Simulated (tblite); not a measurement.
Record of a relaxation.

Compound: C6H11OS (doublet state).
Bonds: O1–C2 (double), C2–C3, C3–C4, C4–C5, C5–C6, C6–C7, C7–S8. Hydrogens: H9 on C2; H10, H11 on C3; H12 on C4; H13, H14 on C5; H15, H16 on C6; H17, H18 on C7; H19 on S8.
Bond orders are those of one Lewis drawing.

Computed with GFN2-xTB (tblite), gas phase: L-BFGS steps from a force-field or distance-geometry start until the largest atomic force falls under 0.01 eV/Å. 4 of its 94 geometries are shown.

Step 0: E = -698.2386 eV, largest atomic force 3.354 eV/Å
```
atom  x, y, z in Å  |  force x, y, z in eV/Å
O1     -1.878    0.244    1.626   -1.572   1.049  -2.505
C2     -2.473    0.662    0.618    1.876  -1.178   2.519
C3     -2.010    0.436   -0.803   -0.143  -0.358  -0.181
C4     -0.819   -0.433   -0.932    0.307  -0.437   0.190
C5      0.556    0.136   -1.031   -0.448  -0.386  -0.891
C6      1.204    0.467    0.307    0.265   0.558   0.658
C7      1.410   -0.717    1.250   -0.214   0.357   0.313
S8      2.639   -1.908    0.633   -0.063  -0.143  -0.078
H9     -3.390    1.244    0.732   -0.225   0.089  -0.077
H10    -1.838    1.419   -1.251    0.020   0.048   0.042
H11    -2.857   -0.024   -1.346    0.080   0.177   0.218
H12    -0.931   -1.510   -0.746    0.029   0.716  -0.091
H13     0.509    1.052   -1.633    0.017   0.066   0.177
H14     1.187   -0.563   -1.606   -0.040   0.026   0.389
H15     2.171    0.965    0.126   -0.119  -0.240  -0.038
H16     0.590    1.217    0.837    0.006  -0.335  -0.133
H17     1.771   -0.351    2.224   -0.068  -0.100  -0.266
H18     0.468   -1.254    1.436    0.364   0.083  -0.257
H19     3.680   -1.073    0.647   -0.071   0.008   0.011
```

Step 31: E = -698.3992 eV, largest atomic force 0.033 eV/Å
```
atom  x, y, z in Å  |  force x, y, z in eV/Å
O1     -1.910    0.261    1.646    0.000  -0.012  -0.005
C2     -2.445    0.645    0.647    0.015   0.012   0.011
C3     -1.976    0.416   -0.780    0.002   0.000  -0.011
C4     -0.786   -0.444   -0.923    0.009  -0.002  -0.003
C5      0.573    0.119   -1.044    0.010   0.014   0.019
C6      1.189    0.518    0.319   -0.001  -0.020   0.025
C7      1.390   -0.679    1.232    0.019  -0.008   0.001
S8      2.572   -1.899    0.557   -0.019   0.015   0.012
H9     -3.386    1.230    0.689   -0.008  -0.007   0.003
H10    -1.805    1.410   -1.208    0.012   0.009  -0.004
H11    -2.840   -0.018   -1.298   -0.017  -0.003  -0.002
H12    -0.902   -1.497   -0.732    0.002  -0.005  -0.003
H13     0.553    1.021   -1.664   -0.005  -0.005  -0.024
H14     1.237   -0.615   -1.508   -0.002   0.013   0.007
H15     2.147    1.018    0.144   -0.029  -0.015   0.000
H16     0.523    1.218    0.828    0.009  -0.002  -0.011
H17     1.763   -0.371    2.209   -0.016  -0.002  -0.009
H18     0.455   -1.223    1.365    0.023   0.023   0.005
H19     3.638   -1.101    0.609   -0.002  -0.006  -0.013
```

Step 62: E = -698.4015 eV, largest atomic force 0.012 eV/Å
```
atom  x, y, z in Å  |  force x, y, z in eV/Å
O1     -1.895    0.206    1.639   -0.005  -0.006   0.002
C2     -2.429    0.614    0.650    0.003   0.007  -0.005
C3     -1.960    0.417   -0.782   -0.004   0.001  -0.001
C4     -0.774   -0.446   -0.938   -0.002  -0.001   0.007
C5      0.587    0.116   -1.041    0.001   0.000  -0.004
C6      1.183    0.530    0.327    0.002   0.003  -0.006
C7      1.375   -0.654    1.258   -0.004   0.004   0.002
S8      2.507   -1.918    0.582   -0.004   0.000   0.001
H9     -3.372    1.197    0.706    0.004  -0.006   0.000
H10    -1.782    1.418   -1.189    0.009   0.003   0.008
H11    -2.826    0.000   -1.310   -0.005  -0.007  -0.001
H12    -0.893   -1.502   -0.766   -0.002  -0.003   0.004
H13     0.578    1.009   -1.675   -0.002   0.005   0.003
H14     1.257   -0.623   -1.485    0.004   0.002  -0.008
H15     2.142    1.027    0.156    0.004   0.003  -0.002
H16     0.512    1.237    0.817    0.003   0.000  -0.002
H17     1.778   -0.332    2.219    0.000   0.003   0.005
H18     0.431   -1.169    1.426   -0.006  -0.001  -0.004
H19     3.570   -1.118    0.494    0.005  -0.006   0.001
```

Step 93: E = -698.4034 eV, largest atomic force 0.010 eV/Å
```
atom  x, y, z in Å  |  force x, y, z in eV/Å
O1     -1.936    0.060    1.641   -0.005   0.005  -0.004
C2     -2.436    0.542    0.666    0.002  -0.004   0.002
C3     -1.941    0.412   -0.764    0.000  -0.001  -0.001
C4     -0.749   -0.440   -0.936   -0.001   0.002  -0.002
C5      0.604    0.136   -1.060   -0.001   0.001  -0.002
C6      1.213    0.561    0.299    0.004  -0.002   0.005
C7      1.346   -0.603    1.265    0.004  -0.008  -0.002
S8      2.396   -1.949    0.615    0.000  -0.002   0.004
H9     -3.367    1.142    0.735    0.002  -0.002   0.005
H10    -1.761    1.429   -1.129    0.001  -0.001   0.004
H11    -2.798    0.012   -1.321   -0.002   0.000   0.002
H12    -0.854   -1.495   -0.753   -0.003   0.001  -0.007
H13     0.579    1.026   -1.697    0.000   0.004  -0.005
H14     1.275   -0.599   -1.510    0.001  -0.003   0.001
H15     2.193    1.010    0.118    0.002   0.008  -0.002
H16     0.572    1.313    0.765   -0.006  -0.003  -0.001
H17     1.777   -0.278    2.213   -0.006   0.004  -0.007
H18     0.375   -1.058    1.453    0.005   0.004   0.005
H19     3.501   -1.215    0.487    0.001  -0.005   0.005
```

Question: Summarise the path.

Answer: The energy falls by 15.89 kJ/mol from step 0 to step 93; nine tenths of that is first reached at step 10. It falls at every step. The largest force goes from 3.354 to 0.010 eV/Å. Among the bonds O1=C2 changes most, from 1.243 to 1.196 Å; the atoms move by 0.141 Å rms after alignment.

The cost below is that of the whole relaxation. Hardware: one thread of an AMD EPYC 9R45 (shared host). Cost: 0.44 s.
